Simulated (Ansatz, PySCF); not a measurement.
Ways to break one bond of C[SiH](C)F [fluoro(dimethyl)silane]:

A. C[SiH](C)F [fluoro(dimethyl)silane] → C[Si](C)F + H atom
B. C[SiH](C)F [fluoro(dimethyl)silane] → C[SiH]C + F atom

Quantity: bond dissociation energy (enthalpy at 298 K, with B3LYP-D3(BJ) rigid-rotor harmonic-oscillator terms from PySCF), kcal/mol. Each molecule is optimised on its own at B3LYP-D3(BJ)/def2-TZVP (Ansatz, a first-principles code). Correlated levels leave the core frozen unless marked. Open shells are spin-unrestricted. No spin-orbit coupling. Non-relativistic. CBS(X,Y): correlation extrapolated as X^-3; Hartree-Fock from the larger set. [CCSD(T)-MP2]/basis is that difference in the basis named.

|  | PBE0-D3(BJ)/def2-TZVP (Ansatz + dftd3) | PBE-QIDH/def2-TZVPD (Ansatz) | CCSD/cc-pV(T+d)Z (Ansatz) | RI-MP2/CBS(cc-pV(T+d)Z,cc-pV(Q+d)Z)+[CCSD(T)-MP2]/cc-pV(T+d)Z (Ansatz) |
|---|---|---|---|---|
| A | 90.6 | 91.9 | 95.1 | (withheld) |
| B | 151.2 | 153.8 | 151.6 | (withheld) |

Q: Complete the blanks.

A: 
- A, RI-MP2/CBS(cc-pV(T+d)Z,cc-pV(Q+d)Z)+[CCSD(T)-MP2]/cc-pV(T+d)Z (Ansatz): 96.8
- B, RI-MP2/CBS(cc-pV(T+d)Z,cc-pV(Q+d)Z)+[CCSD(T)-MP2]/cc-pV(T+d)Z (Ansatz): 159.5
